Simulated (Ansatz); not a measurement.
## Worked example: the barrier

An elementary step of AlH₅O₃, singlet (AlH₃O ([OH][AlH2]) + H₂O₂ ([OH][OH]) → AlH₃O₂ ([OH][O][AlH2]) + H₂O (still joined by a long Al–O bond); bonds formed: O2–H5; dative contacts that become bonds: Al1–O6; bonds broken: H5–O6; bonds weakened to dative contacts: Al1–O2). “Start” is the structure reached by relaxing down from the saddle towards the reactants; PBE0-D4/def2-TZVP structures. The saddle:

| atom | x (Å) | y (Å) | z (Å) |
| --- | --- | --- | --- |
| Al1 | -0.9035 | -0.4908 | 0.3482 |
| O2 | 0.8278 | -0.8904 | 0.9120 |
| H3 | -1.5317 | -1.7232 | -0.4269 |
| H4 | -1.6880 | 0.4583 | 1.3326 |
| H5 | 0.9805 | -0.1198 | -0.0219 |
| O6 | 0.2665 | 0.4689 | -0.8249 |
| O7 | 0.3044 | 1.8811 | -0.6251 |
| H8 | 1.2178 | -1.7616 | 0.8222 |
| H9 | 0.5260 | 2.1774 | -1.5163 |

Ansatz 0.2.0; basis: def2-TZVPP and def2-QZVPP; cores frozen in the correlated methods.

Energies in eV:

| quantity | saddle | start |
| --- | --- | --- |
| Hartree–Fock, triple zeta (X = 3) | -12774.52057 | -12775.18179 |
| Hartree–Fock, quadruple zeta (X = 4) | -12775.01081 | -12775.68131 |
| MP2 correlation, X = 3 | -22.97383 | -22.59744 |
| MP2 correlation, X = 4 | -24.79374 | -24.41779 |
| CCSD(T) correlation, X = 3 | -24.38681 | -24.06171 |

Task: Work out the barrier at the basis limit: extrapolate Hartree–Fock as E(X) = E∞ + A exp(−7.88 √X) and the MP2 correlation as E(X) = E∞ + B X^−2.97 (the exponents that Neese and Valeev fitted for def2-TZVPP and QZVPP), then add CCSD(T) − MP2 in triple zeta.

Result: Each step is linear, so take the differences first (saddle − start): Hartree–Fock 0.66122 (X = 3) and 0.67050 (X = 4); MP2 correlation -0.37639 and -0.37595; CCSD(T) correlation -0.32510.
Two points give E∞ = E(4) + w [E(4) − E(3)], with w = 1/(exp(7.88 (2 − √3)) − 1) = 0.1377 for Hartree–Fock and w = 1/((4/3)^2.97 − 1) = 0.7407 for the correlation.
Hartree–Fock: 0.67050 + 0.1377 × 0.00928 = 0.6718 eV.
MP2 correlation: -0.37595 + 0.7407 × 0.00044 = -0.3756 eV.
CCSD(T) − MP2: -0.32510 − (-0.37639) = 0.0513 eV.
Sum: 0.6718 + (-0.3756) + 0.0513 = 0.3475 eV, or 8.01 kcal/mol. Plain CCSD(T) in triple zeta gives 0.3361 eV, so the larger basis shifts the result by 0.0114 eV.

No T1 diagnostic of these runs exceeds 0.012.

Labels in which every atom is bracketed show which atoms are joined, not bond orders.

For scale, one of the runs: CCSD(T)/def2-TZVPP, 205 basis functions, launched by `ansatz run in.yaml --threads 4 --pin off --events-out ev --progress --plain --max-ram 9574MiB`. Hardware: 4 CPU threads of an Intel Xeon, shared host. Wall time 69 s; peak host memory 2.8 GiB.
